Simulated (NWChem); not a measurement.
# A calculation on H₂Sn

```xyz
3

Sn     0.0000     0.0000    -0.0484
H      1.2622     0.0000     1.2089
H     -1.2622     0.0000     1.2089
```
Charge 0, spin multiplicity 1.

All runs are NWChem calculations. The geometry was optimised at PBE0/def2-SVP with def2 effective core potentials on Sn, a minimum by its harmonic frequencies.

Symmetry labels belong to the abelian group C2v used in the runs, with the axes of the coordinates shown; states degenerate in a higher group split over its labels.

Effective core potentials replace the inner electrons of Sn; spin-orbit coupling is left out. The structure started from a generated list of species.

Q: List the lowest 6 singlet excitations that CIS/def2-SVPD with def2 effective core potentials on Sn gives, with oscillator strengths.

A: 
```json
[
 {"state": "1", "symmetry": "b2", "energy (eV)": "2.60", "wavelength (nm)": "476", "f": "0.035"},
 {"state": "2", "symmetry": "a2", "energy (eV)": "4.62", "wavelength (nm)": "268", "f": "0.000"},
 {"state": "3", "symmetry": "a1", "energy (eV)": "6.09", "wavelength (nm)": "203", "f": "0.266"},
 {"state": "4", "symmetry": "b1", "energy (eV)": "6.46", "wavelength (nm)": "192", "f": "0.371"},
 {"state": "5", "symmetry": "a1", "energy (eV)": "7.23", "wavelength (nm)": "171", "f": "0.015"},
 {"state": "6", "symmetry": "a2", "energy (eV)": "7.80", "wavelength (nm)": "159", "f": "0.000"}
]
```
